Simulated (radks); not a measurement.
Task: Numerical settings for the neon ion Ne+, [He] 2s2 2p5. Method: non-relativistic Kohn-Sham, PBE, spin-polarised, spherical densities, point nucleus; open shells are filled with parallel spins first; computed with a radial shooting solver on a logarithmic mesh with Libxc functionals. The defaults (mesh step 0.008 in ln r, mesh end at 40 bohr or more with all orbitals vanishing there, Anderson mixing 0.5 over 9 steps, residual threshold near 1e-9 with the energy settled to 1e-9 hartree or 1e-11 of itself, here a cap of 87 iterations) give E = -128.0585 hartree and 2p at -31.193 eV in 14 iterations. Run on one thread of a shared host, so times are rough (Arm Neoverse N1): 0.11 s of CPU time, 0.11 s wall, 14 iterations on 2476 mesh points. One setting is changed at a time: mesh step in ln r 0.003; mesh step in ln r 0.08; mesh step in ln r 0.12; mesh end (bohr) 2; mesh end (bohr) 1; residual threshold 0.001; residual threshold 1e-16; mixing 0.2; linear mixing, mixing 1; linear mixing, mixing 0.2; mixing history 2; iteration cap 2. Which runs fail to converge, and which converge to a wrong energy?

Result: Not converged within the cap: mesh step in ln r 0.12; residual threshold 1e-16; linear mixing, mixing 1; linear mixing, mixing 0.2; iteration cap 2. Settled on a wrong energy, with an occupied level pushed above zero by the early mesh end: mesh end (bohr) 1 (+20.3 hartree). Apart from these: settings that end as converged yet miss the energy by more than 1 mhartree: mesh end (bohr) 2 (+0.804 hartree).
